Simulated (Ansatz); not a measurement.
**What each rung costs, and what it gives**

Saddle point of C$_{2}$H$_{7}$Ga, singlet (C₂H₇Ga ([CH3][GaH][CH3]) → C₂H₅Ga ([CH2][Ga][CH3]) + H₂; bonds formed: H2–H4; bonds broken: Ga1–H2, C3–H4), PBE0-D4/def2-TZVP structure:

| atom | x (Å) | y (Å) | z (Å) |
| --- | --- | --- | --- |
| Ga1 | -0.3678 | -0.1589 | 0.1332 |
| H2 | 0.1366 | -1.2796 | -1.2539 |
| C3 | -1.0711 | 0.7991 | -1.3056 |
| H4 | 0.0324 | -0.3685 | -1.6190 |
| C5 | 0.8877 | -0.2515 | 1.6242 |
| H6 | -1.3323 | 1.8569 | -1.3129 |
| H7 | -1.6891 | 0.2134 | -1.9865 |
| H8 | 0.6783 | -1.1185 | 2.2513 |
| H9 | 1.9036 | -0.3425 | 1.2341 |
| H10 | 0.8215 | 0.6500 | 2.2352 |

Barriers are electronic and count from the start structure reached by relaxing down the imaginary mode.

Computed with Ansatz 0.2.0 (basis: as named in each row); correlated methods freeze the cores. Filled d shells of the heavier atoms are correlated. The def2 sets are not built for correlating such inner shells, so the correlated values are less sure here. B3LYP uses VWN-RPA correlation. Extrapolation: Hartree–Fock as exp(−7.88 √X), correlation as X^−2.97.

Times are rough, for one single point on 4 threads of a shared host (Arm Neoverse V2).

The estimate by CCSD(T) at an estimated basis limit (MP2 extrapolated from triple and quadruple zeta, plus CCSD(T) − MP2 in triple zeta) is 3.182 eV.

```csv
method,basis,time (s),barrier (eV),method less estimate
HF,STO-3G,under 1,5.716,2.534
SPW92,def2-SVP,under 1,2.746,-0.435
PBE-D4,def2-SVP,under 1,2.891,-0.291
B3LYP-D4,6-31G,under 1,3.418,0.236
PBE-D4,STO-3G,under 1,3.206,0.024
PBE0-D4,def2-SVP,under 1,3.215,0.033
SPW92,def2-TZVPP,under 1,2.729,-0.453
PBE-D4,def2-TZVPP,1,2.878,-0.304
BLYP-D4,def2-TZVPP,1,2.939,-0.243
B3LYP-D4,def2-TZVPP,1,3.179,-0.002
BHLYP-D4,def2-TZVPP,1,3.522,0.340
PBE0-D4,def2-TZVPP,2,3.178,-0.004
CAM-B3LYP-D4,def2-TZVPP,2,3.364,0.182
r2SCAN-D4,def2-TZVPP,2,3.067,-0.115
CCSD(T),def2-SVP,3,3.341,0.159
r2SCAN0-D4,def2-TZVPP,3,3.280,0.098
wB97M-V,def2-SVP,3,3.365,0.183
B2PLYP,def2-TZVPP,3,3.222,0.040
RPA on PBE,def2-TZVPP,3,3.187,0.005
PBE-QIDH,def2-TZVPP,3,3.342,0.160
wB97X-V,def2-TZVPP,4,3.452,0.271
B97M-V,def2-TZVPP,5,3.165,-0.017
wB97M-V,def2-TZVPP,5,3.340,0.159
MP2,def2-QZVPP,12,3.189,0.007
CCSD(T),def2-TZVPP,44,3.239,0.058
```

All methods are single points on the PBE0-D4 structures.

The T1 diagnostic stays at or below 0.015. The restricted Hartree–Fock reference is unstable towards an unrestricted one at one or more of these structures.

Labels in which every atom is bracketed show which atoms are joined, not bond orders.
